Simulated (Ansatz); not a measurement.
Start from `[CH3][Zn-]1[O]C(C(F)(F)F)=CC(C(F)(F)F)=[O+]1` and change one atom or group to get `O[B-]1(F)OC(C(F)(F)F)=CC(C(F)(F)F)=[O+]1`.

Ansatz, PBE0-D4/def2-TZVP geometries, multiplicity 1. Each molecule was computed in one conformer, which needn't be the lowest.

Scalar relativity is left out up to krypton.

```csv
property,`[CH3][Zn-]1[O]C(C(F)(F)F)=CC(C(F)(F)F)=[O+]1`
HOMO–LUMO gap (B3LYP/def2-TZVPP) / eV,4.87
size of the dipole moment (ωB97M-V/def2-TZVPP) / D,0.17
HOMO energy (ωB97M-V/def2-TZVPP) / eV,-10.30
HOMO energy (PBE0/def2-TZVPP) / eV,-8.19
LUMO energy (ωB97M-V/def2-TZVPP) / eV,-0.81
HOMO–LUMO gap (PBE/def2-TZVPP) / eV,3.33
```

Q: Give the same properties after the change, and the shifts. (An estimate is asked.)

A: Computed: 
```
                                          property  `O[B-]1(F)OC(C(F)(F)F)=CC(C(F)(F)F)=[O+]1`  shift
             HOMO–LUMO gap (B3LYP/def2-TZVPP) / eV                                        4.90   0.03
size of the dipole moment (ωB97M-V/def2-TZVPP) / D                                        2.06   1.89
             HOMO energy (ωB97M-V/def2-TZVPP) / eV                                      -11.04  -0.74
                HOMO energy (PBE0/def2-TZVPP) / eV                                       -8.90  -0.71
             LUMO energy (ωB97M-V/def2-TZVPP) / eV                                       -1.46  -0.65
               HOMO–LUMO gap (PBE/def2-TZVPP) / eV                                        3.30  -0.03
```

Dipoles are sizes alone; their direction can turn.

B3LYP here is the variant with VWN-RPA as its local correlation; programs differ in this.
